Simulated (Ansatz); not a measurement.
Basis-set extrapolation for `OC([SiH3])O[SiH3]` (PBE0-D4/def2-TZVP geometry, frozen core, Ansatz 0.2.0). Multiplicity 1, RHF reference.

|  | def2-TZVPP | def2-QZVPP |
| --- | --- | --- |
| HF | -770.238078 | -770.265575 |
| MP2 correlation | -0.900769 | -0.969288 |
| CCSD(T) correlation | -0.987819 | not run |

Energies in hartree. Use E(X) = E(∞) + A·exp(−7.88·√X) for Hartree–Fock and E(X) = E(∞) + B·X^(−2.97) for correlation, with X = 3 and 4, and add CCSD(T) minus MP2 of the smaller set to the MP2 limit.

Q: What is the CCSD(T) energy at the basis-set limit?

A: HF limit: -770.265575 + (-0.027497) × 0.13774 = -770.26936. MP2 limit: -0.969288 + (-0.068519) × 0.74074 = -1.02004. Higher-order term: -0.987819 − (-0.900769) = -0.08705. Total: -771.37645 hartree, 4.10 eV below CCSD(T)/def2-TZVPP.
